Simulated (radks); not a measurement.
Spherical jellium clusters: N electrons in a uniform positive sphere of charge N and radius rs N^(1/3), rs = 4.07 bohr. Method: non-relativistic Kohn-Sham, LDA (Slater exchange, Perdew-Wang correlation), spin-polarised, spherical densities; computed with a radial shooting solver with Libxc functionals. Levels are named by radial order and angular momentum (1s, 1p, 1d, 2s, ...), and open shells are averaged over m.

N = 12, configuration 1s2 1p6 1d(up 4, down 0). This is the lowest configuration that the search found. Occupied and some empty levels:

level,occupation,eigenvalue (eV),<r> (bohr)
1s up,1,-4.9024,6.019
1s down,1,-4.5790,5.770
1p up,3,-3.9300,7.147
1p down,3,-3.5223,7.099
1d up,4,-2.7111,8.077
1d down,0,-2.2889,8.172
2s up,0,-2.1512,7.283
2s down,0,-1.9417,7.492
1f up,0,-1.3459,9.089
1f down,0,-0.96069,9.384
2p up,0,-0.91885,9.917
2p down,0,-0.73138,10.39

Energy (eV): total -21.1774, kinetic 20.778, external -495.24, Hartree 243.66, exchange-correlation -42.684, background 252.31.

Electron density:

r (bohr),n(r) (e/bohr^3)
0.303,0.001945
1.06,0.002104
1.82,0.002423
2.59,0.002863
3.35,0.003361
4.11,0.003831
4.87,0.004168
5.63,0.004258
6.39,0.004020
7.15,0.003448
7.92,0.002648
8.68,0.001806
9.44,0.001097
10.2,0.0006086
11.0,0.0003175
11.7,0.0001585
12.5,0.00007658
13.2,0.00003618
14.0,0.00001680
14.8,7.645e-06
